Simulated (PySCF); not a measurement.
B(F)(OMe)(SMe) (C2H6BFOS), SMILES COB(F)SC.

Geometry optimised at B3LYP-D3(BJ)/def2-SVP. Other conformers were not sampled.

Method: TDA-PBE/def2-SVPD (PySCF).

Vertical excitations. Isolated molecule, no solvent.

```json
[
 {"state": "S1", "energy (eV)": "5.59", "λ (nm)": "222", "f": "0.012", "main pairs": "HOMO→LUMO 86 %, HOMO→LUMO+1 13 %"},
 {"state": "S2", "energy (eV)": "5.78", "λ (nm)": "215", "f": "0.009", "main pairs": "HOMO→LUMO+1 85 %, HOMO→LUMO 13 %"},
 {"state": "S3", "energy (eV)": "6.43", "λ (nm)": "193", "f": "0.018", "main pairs": "HOMO→LUMO+3 99 %"},
 {"state": "S4", "energy (eV)": "6.46", "λ (nm)": "192", "f": "0.191", "main pairs": "HOMO→LUMO+2 89 %"},
 {"state": "S5", "energy (eV)": "7.00", "λ (nm)": "177", "f": "0.002", "main pairs": "HOMO→LUMO+4 99 %"},
 {"state": "S6", "energy (eV)": "7.12", "λ (nm)": "174", "f": "0.037", "main pairs": "HOMO→LUMO+5 98 %"},
 {"state": "S7", "energy (eV)": "7.30", "λ (nm)": "170", "f": "0.000", "main pairs": "HOMO→LUMO+6 99 %"},
 {"state": "S8", "energy (eV)": "7.34", "λ (nm)": "169", "f": "0.028", "main pairs": "HOMO−1→LUMO 57 %, HOMO−1→LUMO+1 41 %"},
 {"state": "S9", "energy (eV)": "7.47", "λ (nm)": "166", "f": "0.000", "main pairs": "HOMO−2→LUMO 66 %, HOMO→LUMO+7 32 %"},
 {"state": "S10", "energy (eV)": "7.50", "λ (nm)": "165", "f": "0.000", "main pairs": "HOMO→LUMO+7 51 %, HOMO−2→LUMO 31 %, HOMO−1→LUMO+2 16 %"},
 {"state": "T1", "energy (eV)": "5.29", "λ (nm)": "234", "f": "0", "main pairs": "HOMO→LUMO 90 %"},
 {"state": "T2", "energy (eV)": "5.34", "λ (nm)": "232", "f": "0", "main pairs": "HOMO→LUMO+2 99 %"},
 {"state": "T3", "energy (eV)": "5.58", "λ (nm)": "222", "f": "0", "main pairs": "HOMO→LUMO+1 90 %"},
 {"state": "T4", "energy (eV)": "6.29", "λ (nm)": "197", "f": "0", "main pairs": "HOMO→LUMO+3 98 %"}
]
```
Triplets are in the Tamm–Dancoff approximation.
